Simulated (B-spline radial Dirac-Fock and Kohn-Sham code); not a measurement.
Photoionisation of calcium ions at Cu Kα (8047.8 eV)

Model: a relativistic central-field model (Hartree-Slater potential of the initial state, Latter tail, multipole expansion of the photon field, Dirac-Fock thresholds). Program: an atomic code on a B-spline grid. Cross sections in kb; a dash marks an empty subshell or a threshold above the photon energy.

| ion | configuration | total | 1s | 3s | 3p1/2 | 3p3/2 | 4s |
| --- | --- | --- | --- | --- | --- | --- | --- |
| Ca | [Ar] 4s2 | 11.39 | 10.3 | 0.0918 | 0.0107 | 0.0202 | 0.00797 |
| Ca²⁺ | [Ne] 3s2 3p6 | 11.38 | 10.3 | 0.0918 | 0.0108 | 0.0204 | – |
| Ca⁶⁺ | [Ne] 3s2 3p2 | 11.41 | 10.3 | 0.116 | 0.00498 | 0.00946 | – |
| Ca¹⁸⁺ | 1s2 | 10.39 | 10.4 | – | – | – | – |

Values without a named source are computed, but for edge energies of neutral atoms, which are taken from tables.
